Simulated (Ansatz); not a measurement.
## Redistribution: C4H9I + C2H4S → C4H10S + C2H3I

Species: C4H9I (tert-butyl iodide) `CC(C)(C)I`, singlet; C2H4S `C=CS`, singlet; C4H10S (2-methyl-2-propanethiol) `CC(C)(C)S`, singlet; C2H3I (vinyl iodide) `C=CI`, singlet. The partners trade I for SH; both sit on C, so the bond types are kept.

Shapes, held fixed at every level: PBE0-D4/def2-TZVP. Flexible molecules stand in one conformer, not always the lowest. Programs: Ansatz 0.2.0. Electronic energies: no zero-point or thermal term.

```
              level                    kind  ΔE (kJ/mol)  less CCSD(T)/def2-TZVPP
      HF/def2-TZVPP            Hartree–Fock        +13.0                     -0.4
  PBE-D4/def2-TZVPP                     GGA        +18.6                     +5.2
B3LYP-D4/def2-TZVPP           global hybrid        +17.5                     +4.1
 wB97X-V/def2-TZVPP  range-separated hybrid        +12.5                     -0.9
  B2PLYP/def2-TZVPP           double hybrid        +15.9                     +2.5
     MP2/def2-TZVPP     perturbation theory        +15.7                     +2.3
    CCSD/def2-TZVPP   coupled cluster or CI        +12.5                     -0.9
 CCSD(T)/def2-TZVPP   coupled cluster or CI        +13.4                      0.0
```

The highest level, CCSD(T)/def2-TZVPP, gives ΔE = +13.4 kJ/mol; the levels span +12.5 to +18.6. The column of differences is taken from that level and isn't an error. No measured value is set beside it here. For atoms past krypton def2 sets carry core potentials with scalar relativity. Outer-core shells of I are correlated in most correlated rows, in sets that cover them unevenly.
